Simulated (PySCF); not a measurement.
Below is a simulated gas-phase Si 2p photoelectron spectrum of `CB(C)[N]([SiH3])[GeH3]`.

Every computed line was given a Gaussian of 0.4 eV full width at half maximum and an area set by the number of equivalent atoms (split 2:1 within a doublet); the highest printed point is 100. The calculation used delta-SCF UKS SCAN, pcX-2 on the ionised atom, pcseg-1 elsewhere, spin-free X2C in PySCF.

```json
{"binding energy (eV)": "106.3", "intensity": "0"}
{"binding energy (eV)": "106.4", "intensity": "2"}
{"binding energy (eV)": "106.5", "intensity": "9"}
{"binding energy (eV)": "106.6", "intensity": "29"}
{"binding energy (eV)": "106.7", "intensity": "62"}
{"binding energy (eV)": "106.8", "intensity": "93"}
{"binding energy (eV)": "106.9", "intensity": "100"}
{"binding energy (eV)": "107.0", "intensity": "76"}
{"binding energy (eV)": "107.1", "intensity": "44"}
{"binding energy (eV)": "107.2", "intensity": "27"}
{"binding energy (eV)": "107.3", "intensity": "31"}
{"binding energy (eV)": "107.4", "intensity": "44"}
{"binding energy (eV)": "107.5", "intensity": "51"}
{"binding energy (eV)": "107.6", "intensity": "42"}
{"binding energy (eV)": "107.7", "intensity": "24"}
{"binding energy (eV)": "107.8", "intensity": "10"}
{"binding energy (eV)": "107.9", "intensity": "3"}
{"binding energy (eV)": "108.0", "intensity": "1"}
```

Question: Count the maxima, the lines and the sites behind this envelope.

Answer: The curve has 2 maxima (at 106.9 and 107.5 eV). Under it lie 2 lines from 1 inequivalent silicon site, drawn as a 2p3/2, 2p1/2 pair.

Question: Decompose the envelope and assign each component. Numbering: `[CH3:1][B:2]([CH3:3])[N:4]([SiH3:5])[GeH3:6]`.

Answer: 
```csv
position (eV),relative area,line,atoms,environment
106.87,0.67,Si 2p3/2,Si5,SiH3 silicon
107.49,0.33,Si 2p1/2,Si5,SiH3 silicon
```

The curve has no shake-up lines and no vibrational structure. The 2p values add to the ΔSCF energy of one spin-free hole a correction within the shell (spin–orbit coupling, ligand field). 2p1/2 minus 2p3/2 (ligand field included): Si 0.62 eV. Isolated species at its PBE0-D3(BJ)/def2-SVP geometry, gas phase.

Hardware: Arm Neoverse V1, one thread, shared host with 32 logical CPUs at a one-minute load of 33. Cost: 58 s, 0.82 GiB resident at most.

Conformer computed: `[CH3:1][B:2]([CH3:3])[N:4]([SiH3:5])[GeH3:6]`: C1–B2–N4–Si5 178°.
